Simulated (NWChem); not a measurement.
System: CH6SiTe; SMILES C[Te][SiH3]

```xyz
9

Te    -0.3368     0.4879     0.0241
C      1.7661     1.0084    -0.0057
H      2.2344     0.6253    -0.9206
H      2.2640     0.6085     0.8859
H      1.8176     2.1049     0.0037
Si     0.0828    -1.9726     0.0066
H      0.8693    -2.3992     1.2045
H      0.8300    -2.3892    -1.2195
H     -1.2569    -2.6310     0.0256
```
Atoms are numbered in this order, from 1.

Level: PBE0/def2-SVP with def2 effective core potentials on Te (NWChem), optimised geometry, unscaled harmonic frequencies. def2 effective core potentials on Te; no spin-orbit coupling.

```tsv
frequency (cm⁻¹)	IR intensity (km/mol)
86	0.0
113	0.0
123	0.5
342	5.7
527	0.2
552	12.2
553	6.2
838	6.8
849	49.9
883	320.0
917	43.1
950	61.4
1244	11.4
1435	8.3
1440	7.4
2221	88.4
2228	94.4
2248	80.5
3085	8.4
3211	0.1
3219	0.1
```

| Quantity | Value |
|---|---|
| zero-point energy | 38.7 kcal/mol |
| thermal correction to the enthalpy at 298.15 K (with zero-point energy) | 43.2 kcal/mol |
| heat capacity Cv | 19.8 cal/(mol K) |
| entropy at 298.15 K and 1 atm (symmetry number 1) | 81.5 cal/(mol K) |

Rigid rotor and harmonic oscillator; modes under 100 cm⁻¹ make the entropy uncertain.
